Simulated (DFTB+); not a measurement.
DFTB+ input (SCC-DFTB): The folder sk holds the Slater-Koster set scc that CP2K ships.

```
Geometry = xyzFormat {
3

H     -0.00000000    -0.00000000    -1.39203100
O     -0.00000000    -0.00000000    -0.39505600
C      0.00000000     0.00000000     0.75874600
}
Driver = GeometryOptimization {
  Optimizer = Rational {}
  MaxSteps = 500
  OutputPrefix = "geo_end"
  Convergence { GradElem = 1e-5 }
}
Hamiltonian = DFTB {
  SCC = Yes
  SCCTolerance = 1e-8
  MaxSCCIterations = 300
  Charge = 1
  SlaterKosterFiles = Type2FileNames {
    Prefix = "sk/"
    Separator = ""
    Suffix = ".spl"
    LowerCaseTypeName = Yes
  }
  MaxAngularMomentum {
    C = "p"
    H = "s"
    O = "p"
  }
  Filling = Fermi { Temperature [K] = 0 }
}
ParserOptions { ParserVersion = 14 }
```

From the output:

```
    2       5.89759363
    3       3.58734281

l-shell populations (up)
 Atom Sh.   l       Population
    1   1   0       0.51506356
    2   1   0       1.61419286
    2   2   1       4.28340076
    3   1   0       1.59203670
    3   2   1       1.99530611

Orbital populations (up)
 Atom Sh.   l   m       Population  Label
    1   1   0   0       0.51506356  s
    2   1   0   0       1.61419286  s
    2   2   1  -1       1.54033586  p_y
    2   2   1   0       1.20272904  p_z
    2   2   1   1       1.54033586  p_x
    3   1   0   0       1.59203670  s
    3   2   1  -1       0.45966414  p_y
    3   2   1   0       1.07597783  p_z
    3   2   1   1       0.45966414  p_x

Fermi level:                        -0.5368266691 H          -14.6078 eV
Band energy:                        -9.1718989728 H         -249.5801 eV
TS:                                  0.0000000000 H            0.0000 eV
Band free energy (E-TS):            -9.1718989728 H         -249.5801 eV
Extrapolated E(0K):                 -9.1718989728 H         -249.5801 eV
Input / Output electrons (q):     10.0000000000     10.0000000000

Energy H0:                          -5.4675300984 H         -148.7791 eV
Energy SCC:                          0.1763371860 H            4.7984 eV
Total Electronic energy:            -5.2911929124 H         -143.9807 eV
Repulsive energy:                    0.2762531435 H            7.5172 eV
Total energy:                       -5.0149397690 H         -136.4635 eV
Extrapolated to 0:                  -5.0149397690 H         -136.4635 eV
Total Mermin free energy:           -5.0149397690 H         -136.4635 eV
Force related energy:               -5.0149397690 H         -136.4635 eV

Non-constrained calculation

SCC converged

Full geometry written in geo_end.{xyz|gen}

Warning: dipole moment is not defined absolutely!
Dipole moment:    0.00000000   -0.00000000   -0.76163505 au
Dipole moment:    0.00000000   -0.00000000   -1.93588335 Debye

Geometry converged
```

The dipole moment of an ion depends on the origin.

The geometry given is a B3LYP-D3(BJ)/def2-TZVP minimum.
